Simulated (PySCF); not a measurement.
# Hartree-Fock beside MP2: Cl2HNSi

These are calculations, not measurements. The program is PySCF 2.14.0, an open-source quantum chemistry code, run on an isolated molecule that a program drew, which may never have been made. The molecule is Cl2HNSi (charge 0, singlet), drawn as the SMILES string `N=[Si](Cl)Cl`.

The geometry was optimised and harmonic frequencies were computed with HF and MP2, all in the cc-pV(D+d)Z basis, for the commonest isotopes, with a restricted reference for singlets and an unrestricted one otherwise, and a frozen core in MP2. Each result is a local minimum of its method.

Geometry at the HF minimum:
```xyz
5
Cl2HNSi, angstrom
N    -0.9766   -2.5018   -1.7481
Si   -0.9228   -0.9861   -2.0731
Cl    0.3733    0.0743   -3.2162
Cl   -2.2875    0.2884   -1.3209
H    -0.3395   -3.2000   -2.0799
```

Lengths of the bonds as drawn, in Å (atoms numbered as above):
| bond | HF | MP2 |
|---|---|---|
| N1-Si2 | 1.551 | 1.600 |
| Si2-Cl3 | 2.028 | 2.040 |
| Si2-Cl4 | 2.013 | 2.022 |
| N1-H5 | 1.002 | 1.026 |

Rotational constants, in GHz:
| constant | HF | MP2 |
|---|---|---|
| A | 4.788 | 4.658 |
| B | 2.687 | 2.658 |
| C | 1.721 | 1.692 |

Harmonic frequencies in cm^-1, each column in rising order, so a row needn't be the same motion in every method:
```
rank,HF,MP2
1,213,201
2,278,250
3,291,252
4,520,496
5,582,584
6,622,614
7,673,698
8,1290,?
9,3863,3578
```

**Estimate the missing MP2 frequency from the HF column.**

A single factor s that minimises the squared misfit of MP2 against s times HF over the other rows is sum(HF x MP2) / sum(HF^2) = 0.9323, with an rms misfit of 34 cm^-1. For rank 8 it gives 0.9323 x 1290 = 1203 cm^-1. The calculation gives 1142 cm^-1, 61 cm^-1 below the estimate. The drawn bonds are on average 1.6 % longer in MP2 than in HF.
